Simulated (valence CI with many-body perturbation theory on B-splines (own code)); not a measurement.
**E1 line list for W42+**

Method: configuration interaction combined with many-body perturbation theory (CI+MBPT): four valence electrons over a frozen Dirac-Fock core [Ar] 3d10, radial functions for each j: 11 s, 11 p, 10 d, 8 f, 5 g, 2 h, with the one-electron correlation potential Σ1 (screened to all orders), the two-electron term Σ2, the three-electron term Σ3, Breit, model QED; selected single and double excitations, second order for the rest, scaled by the run's own slope (own B-spline code, finite nucleus).

No measured spectrum was set against this ion. As an estimate, large intervals hold to a few tenths of a per cent, small ones and those within an open d or f shell to about a per cent. Among the levels kept, up to 380 cm⁻¹ of a level comes from second order outside the variational space, and about a tenth of that is noise between levels of different J, which matters for small intervals.

Lines 201 to 250 of 549 in falling wavelength, among levels below 659.48 eV, chosen from the strongest by gf and those to the six lowest levels. Wavelengths and rates use the calculated energies. Electric multipoles are in the length gauge with retardation, E1 and E2 with the static RPA response of the core. Weak lines are less certain than strong ones. Lines between different terms over intervals too small for the method are left out, as are lines whose strength nearly cancels. Where a level lies close to another of its J and parity, the split of strength between their lines is uncertain. The highest levels of a list are the least certain.

Levels are named by their leading jj configuration (3d3/2^4 stands for four electrons in 3d with j = 3/2), which in mixed levels can hold well under half, so a name can repeat and another be missing. Letters in brackets count levels of one name in rising energy.

```csv
λ vac (Å),Upper,Lower,A (s⁻¹),S (a.u.)
64.77,(4s 4p1/2 4p3/2 4f5/2) J=3 [c],(4s 4p1/2 4p3/2 4d3/2) J=2 [c],1.40e+11,1.32e-01
64.76,(4s 4p1/2 4p3/2 4f7/2) J=3 [c],(4s 4p1/2 4p3/2 4d5/2) J=2 [a],8.16e+10,7.66e-02
64.72,(4s 4p1/2 4d5/2^2) J=2,(4s^2 4p1/2 4f7/2) J=3,8.51e+10,5.69e-02
64.70,(4s 4p3/2^2 4d3/2) J=1 [b],(4s^2 4p3/2 4d3/2) J=1,2.44e+11,9.78e-02
64.68,(4s 4p1/2 4d3/2 4d5/2) J=2 [b],(4s 4p1/2 4p3/2 4d3/2) J=2 [a],5.76e+10,3.85e-02
64.61,(4s 4p1/2 4p3/2^2) J=2 [b],(4s^2 4p1/2 4p3/2) J=1,4.94e+11,3.29e-01
64.59,(4s^2 4p3/2 4d5/2) J=1,(4s^2 4p3/2^2) J=2,1.93e+11,7.72e-02
64.58,(4s 4p3/2^2 4d3/2) J=2 [b],(4s^2 4p3/2 4d3/2) J=2,1.23e+11,8.20e-02
64.53,(4s 4p1/2 4p3/2^2) J=3,(4s^2 4p1/2 4p3/2) J=2,2.73e+11,2.53e-01
64.50,(4s 4p1/2 4d5/2^2) J=0,(4s 4p1/2 4p3/2 4d5/2) J=1 [a],2.86e+11,3.79e-02
64.40,(4s 4p1/2 4d3/2 4d5/2) J=1 [b],(4s 4p1/2 4p3/2 4d3/2) J=2 [a],1.12e+11,4.41e-02
64.36,(4s 4p1/2 4p3/2 4f7/2) J=4 [b],(4s 4p1/2 4p3/2 4d3/2) J=3 [b],1.17e+11,1.38e-01
64.32,(4s^2 4p3/2 4f7/2) J=5,(4s^2 4p3/2 4d5/2) J=4,5.30e+11,7.65e-01
64.32,(4s^2 4p3/2 4f7/2) J=3 [b],(4s^2 4p3/2 4d3/2) J=3,4.45e+10,4.09e-02
64.31,(4s 4p3/2^2 4d5/2) J=3 [c],(4s 4p3/2^3) J=2,9.62e+11,8.84e-01
64.30,(4s 4p1/2 4p3/2 4f5/2) J=3 [c],(4s 4p1/2 4p3/2 4d3/2) J=3 [b],4.14e+10,3.80e-02
64.28,(4s 4p1/2 4p3/2 4d5/2) J=3 [c],(4s 4p1/2 4p3/2^2) J=2 [b],8.19e+11,7.52e-01
64.16,(4s 4p1/2 4p3/2 4f7/2) J=3 [b],(4s 4p1/2 4p3/2 4d3/2) J=2 [c],6.39e+10,5.83e-02
64.10,(4s 4p1/2 4d5/2^2) J=1 [b],(4s 4p1/2 4p3/2 4d3/2) J=0 [b],1.28e+11,4.99e-02
64.04,(4s 4p1/2 4p3/2 4f7/2) J=4 [e],(4s 4p1/2 4p3/2 4d3/2) J=3 [c],3.94e+10,4.59e-02
64.03,(4p1/2 4p3/2^2 4d3/2) J=2 [c],(4s 4p1/2 4p3/2 4d5/2) J=2 [b],6.63e+10,4.30e-02
64.00,(4s 4p1/2 4p3/2 4f5/2) J=3 [e],(4s 4p1/2 4p3/2 4d3/2) J=3 [c],9.66e+10,8.75e-02
63.93,(4s 4p1/2 4p3/2 4d5/2) J=2 [b],(4s^2 4p1/2 4d5/2) J=3,1.77e+11,1.14e-01
63.87,(4s 4p1/2 4p3/2 4d5/2) J=2 [c],(4s 4p1/2 4p3/2^2) J=3,1.30e+11,8.33e-02
63.86,(4s 4p3/2^2 4d5/2) J=1 [b],(4s 4p3/2^3) J=2,2.06e+11,7.93e-02
63.86,(4s 4p1/2 4d5/2^2) J=1 [b],(4s 4p1/2 4p3/2 4d3/2) J=1 [d],9.22e+10,3.56e-02
63.84,(4p1/2 4p3/2^2 4d3/2) J=1,(4s 4p1/2 4p3/2 4d3/2) J=1 [b],2.72e+11,1.05e-01
63.75,(4s 4p1/2 4p3/2 4f7/2) J=5 [c],(4s 4p1/2 4p3/2 4d5/2) J=5,7.44e+10,1.05e-01
63.72,(4s 4p1/2^2 4f5/2) J=2,(4s 4p1/2^2 4d3/2) J=2,8.75e+10,5.58e-02
63.67,(4p1/2 4p3/2^2 4d3/2) J=2 [c],(4s 4p1/2 4p3/2 4d3/2) J=1 [d],1.93e+11,1.23e-01
63.66,(4s 4p1/2 4p3/2 4f7/2) J=4 [c],(4s^2 4p1/2 4f7/2) J=4,1.83e+11,2.10e-01
63.64,(4s 4p1/2 4p3/2 4f7/2) J=2 [c],(4s 4p1/2 4p3/2 4d3/2) J=3 [c],5.57e+10,3.54e-02
63.56,(4s 4p1/2 4d5/2^2) J=3,(4s^2 4p1/2 4f7/2) J=4,1.19e+11,1.06e-01
63.54,(4s^2 4p3/2 4f7/2) J=3 [b],(4s^2 4p3/2 4d3/2) J=2,1.32e+11,1.17e-01
63.47,(4p1/2^2 4p3/2 4d5/2) J=2,(4s 4p1/2^2 4d5/2) J=2,2.84e+11,1.79e-01
63.43,(4s 4p1/2 4p3/2 4d5/2) J=3 [b],(4s^2 4p1/2 4d5/2) J=3,1.23e+11,1.08e-01
63.42,(4s 4p1/2 4p3/2 4d5/2) J=1 [a],(4s^2 4p1/2 4d3/2) J=1,9.58e+10,3.62e-02
63.35,(4s 4p1/2 4d5/2^2) J=2,(4s 4p1/2 4p3/2 4d3/2) J=2 [c],6.62e+10,4.16e-02
63.34,(4s 4p1/2 4p3/2 4f7/2) J=4 [c],(4s^2 4p1/2 4f7/2) J=3,3.63e+10,4.10e-02
63.34,(4s 4p3/2^2 4d5/2) J=2 [a],(4s^2 4p3/2 4d5/2) J=1,4.50e+11,2.82e-01
63.32,(4p1/2 4p3/2^2 4d3/2) J=0,(4s 4p1/2 4p3/2 4d3/2) J=1 [c],6.51e+11,8.15e-02
63.30,(4s 4p1/2 4d5/2^2) J=4,(4s^2 4p1/2 4f5/2) J=3,8.07e+10,9.09e-02
63.26,(4s 4p1/2 4p3/2 4f5/2) J=4 [b],(4s 4p1/2 4p3/2 4d3/2) J=3 [b],1.24e+11,1.39e-01
63.25,(4s 4p1/2 4d5/2^2) J=3,(4s^2 4p1/2 4f7/2) J=3,1.16e+11,1.02e-01
63.21,(4s 4p1/2 4p3/2 4d3/2) J=2 [b],(4s^2 4p1/2 4d3/2) J=2,1.10e+11,6.84e-02
63.21,(4s 4p3/2^2 4d5/2) J=4 [d],(4s^2 4p3/2 4d5/2) J=3,1.05e+12,1.17e+00
63.16,(4p1/2^2 4p3/2^2) J=2,(4s 4p1/2^2 4p3/2) J=1,4.04e+11,2.51e-01
63.14,(4p1/2 4p3/2^2 4d3/2) J=2 [a],(4s 4p1/2 4p3/2 4d3/2) J=2 [b],2.20e+11,1.37e-01
63.10,(4s 4p1/2 4p3/2 4d5/2) J=3 [d],(4s 4p1/2 4p3/2^2) J=3,2.27e+11,1.97e-01
63.09,(4s 4p1/2 4p3/2 4f7/2) J=4 [d],(4s^2 4p1/2 4f7/2) J=4,5.87e+10,6.55e-02
```
